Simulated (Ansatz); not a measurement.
Ansatz (a first-principles code) job for Sn(F)4 anion (F₄Sn), SMILES [F][Sn]([F])([F])[F] (connectivity only; charge and spin as stated), charge -1, multiplicity 2, PBE/def2-SVPD. Geometry: B3LYP-D3(BJ)/def2-SVPD. The geometry has at least one imaginary mode, so it is a saddle point at that level. The spin state was assumed, not searched. The isomer is the one that the SMILES or the coordinates give; other isomers of the formula were not compared. The def2 effective core potentials stand for the cores of Sn; spin–orbit coupling is left out.

Ansatz 0.2 input:
```yaml
crystal:
  periodic: [false, false, false]
  atoms:
    - {symbol: F, position_ang: [1.19095625, -1.19095625, 1.19095625]}
    - {symbol: Sn, position_ang: [0.00000000, -0.00000000, 0.00000000]}
    - {symbol: F, position_ang: [-1.19095625, -1.19095625, -1.19095625]}
    - {symbol: F, position_ang: [-1.19095625, 1.19095625, 1.19095625]}
    - {symbol: F, position_ang: [1.19095625, 1.19095625, -1.19095625]}
basis:
  gaussian:
    orbitals: def2-SVPD
hamiltonian:
  xc: {name: PBE}
total_charge: -1
magnetization: {spin_polarized: true, initial_magnetization: 1}
```

Output:

```
WARN ansatz: RAYON_NUM_THREADS=1 ignored (pool sized by the plan → 1); use --threads N
Functional definition: PBE
integrals: 0.05 GiB planned
1093 factors; their error is unknown
mean field: 0.46 GiB planned
mean field evaluation 1: about -16685.4331 eV, gradient 1.8e1 eV
mean field evaluation 2: about -16679.8873 eV, gradient 4.5e1 eV
mean field evaluation 4: about -16686.7925 eV, gradient 5.7e-1 eV
mean field evaluation 8: about -16686.7732 eV, gradient 1.4e-2 eV
mean field evaluation 16: about -16686.7732 eV, gradient 1.0e-5 eV
mean field -16686.77324996 eV, -613.2276062349 hartree, gradient 1.0e-5 eV, S^2 0.750666; 0 other end points of the search recorded, 0 dependent functions left out
reference -16686.77329495 eV, -613.2276078881 hartree; 30, 29 occupied and 94, 95 virtual orbitals, 1093 factors
Total energy: -16686.77329495 eV, -613.2276078881 hartree
```

Self-consistency was reached.
